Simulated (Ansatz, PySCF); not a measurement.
System: sum formula SiBr2Cl, net charge 0, doublet state. It need not be the lowest isomer of its formula. 
Coordinates optimised at B3LYP-D3(BJ)/def2-TZVP (Ansatz, a quantum-chemistry and plane-wave program):
```
Si
Cl 1 2.0607
Br 1 2.2341 2 109.41
Br 1 2.2341 2 109.41 3 120.93
```
Charge 0, spin multiplicity 2.

Dipole moments at this geometry, in debye (magnitudes).

```csv
level,program,dipole (D)
revPBE/def2-TZVPD,Ansatz,0.43
r2SCAN/def2-TZVPD,Ansatz,0.49
B97M-V/def2-TZVPD,Ansatz,0.56
PBE0/def2-TZVPD,Ansatz,0.52
BHLYP/def2-TZVPD,Ansatz,0.66
TPSSh/def2-TZVPD,PySCF,0.49
r2SCAN0/def2-TZVPD,Ansatz,…
HSE06/def2-TZVPD,Ansatz,0.52
CCSD(T)/def2-SVPD,Ansatz,…
```

Q: Fill in the missing entries.

A: 
- r2SCAN0/def2-TZVPD, dipole (D): 0.57
- CCSD(T)/def2-SVPD, dipole (D): 0.54
